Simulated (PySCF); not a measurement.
C₄H₇Cl, SMILES C(C)(=CCl)C.

Coordinates come from a PBE-D3(BJ)/def2-SVP optimisation.

All values below come from PBE-D3(BJ)/def2-SVP in PySCF.

Frequencies are harmonic and unscaled.

```csv
mode,ν (cm⁻¹),IR (km/mol),moving atoms (share of kinetic energy)
1,128,0.5,H 97 %
2,177,0.6,"H 72 %, C 22 %"
3,231,0.7,"C 53 %, Cl 28 %, H 19 %"
4,254,0.0,"H 48 %, C 46 %"
5,346,1.9,"C 50 %, H 35 %, Cl 15 %"
6,434,6.3,"C 58 %, H 41 %"
7,467,2.3,"C 56 %, Cl 24 %, H 21 %"
8,771,20.2,"H 75 %, C 25 %"
9,777,24.4,"C 77 %, H 14 %, Cl 8 %"
10,865,24.9,"C 68 %, H 25 %"
11,930,0.1,"H 71 %, C 29 %"
12,952,3.2,"H 79 %, C 21 %"
13,1040,32.3,"H 63 %, C 37 %"
14,1045,1.2,"H 57 %, C 43 %"
15,1173,8.8,"H 59 %, C 41 %"
16,1274,6.8,"H 67 %, C 33 %"
17,1344,0.3,"H 77 %, C 23 %"
18,1347,7.8,"H 56 %, C 44 %"
19,1391,1.0,H 96 %
20,1395,5.8,H 96 %
21,1407,6.1,H 93 %
22,1412,16.6,H 97 %
23,1664,11.1,C 93 %
24,2952,22.8,H 97 %
25,2960,29.5,H 97 %
26,3021,12.0,"H 91 %, C 9 %"
27,3025,13.2,"H 91 %, C 9 %"
28,3070,13.7,"H 91 %, C 9 %"
29,3091,4.3,"H 91 %, C 9 %"
30,3134,7.8,"H 91 %, C 9 %"
```
